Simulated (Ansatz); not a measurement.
System: ZrF$_{2}$ (charge 0, singlet). 
Structure (B3LYP-D3(BJ)/def2-TZVP (Ansatz, a first-principles code) minimum search):
SMILES: [F][Zr][F]
```xyz
3

Zr     0.0018    -0.0064    -0.3205
F      1.5627     0.0182     0.7209
F     -1.5706     0.0104     0.7037
```

Dipole moments at this geometry, in debye (magnitudes).

```tsv
level	program	dipole (D)
SVWN5/def2-TZVPD	Ansatz	1.47
B97M-V/def2-TZVPD	Ansatz	1.74
PBE0/def2-TZVPD	Ansatz	1.78
r2SCANh/def2-TZVPD	Ansatz	1.83
wB97M-V/def2-TZVPD	Ansatz	1.84
CCSD(T)/def2-SVPD	Ansatz	0.93
```
